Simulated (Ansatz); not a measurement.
System: BH$_{2}$ (charge 0, doublet). 
Structure (B3LYP-D3(BJ)/def2-TZVP (Ansatz, a first-principles code) minimum search):
SMILES: [BH2]
```xyz
3

B      0.1441    -0.0062    -0.0077
H     -0.4073    -1.0572    -0.0004
H     -0.3134     1.0880     0.0389
```
Charge 0, spin multiplicity 2.

Property: vertical electron affinity (to the triplet state of charge -1; a negative value means that the extra electron is unbound and the number depends on the basis; each state is the SCF solution reached for its spin), in eV. Valence correlation only, unless marked. Open shells are spin-unrestricted. No spin-orbit coupling. No relativistic terms. Anions need diffuse functions: aug- sets have them; def2-D sets add few. Basis-set limits of correlation are two-point, X^-3; Hartree-Fock from the larger set.

| level | program | vertical electron affinity (eV) |
|---|---|---|
| PBE/def2-TZVPD | Ansatz | 0.27 |
| r2SCAN/def2-TZVPD | Ansatz | ___ |
| CAM-B3LYP/def2-TZVPD | Ansatz | ___ |
| wB97X-V/def2-TZVPD | Ansatz | -0.05 |
| wB97X/def2-TZVPD | Ansatz | -0.05 |
| SCS-MP2/def2-TZVPPD | Ansatz | -0.19 |
| CCSD/def2-TZVPPD | Ansatz | ___ |
| CCSD(T)/CBS(aug-cc-pVTZ,aug-cc-pVQZ) | Ansatz | 0.23 |

Task: What belongs in the gaps?

Result: 
- r2SCAN/def2-TZVPD, vertical electron affinity (eV): 0.29
- CAM-B3LYP/def2-TZVPD, vertical electron affinity (eV): 0.09
- CCSD/def2-TZVPPD, vertical electron affinity (eV): 0.01
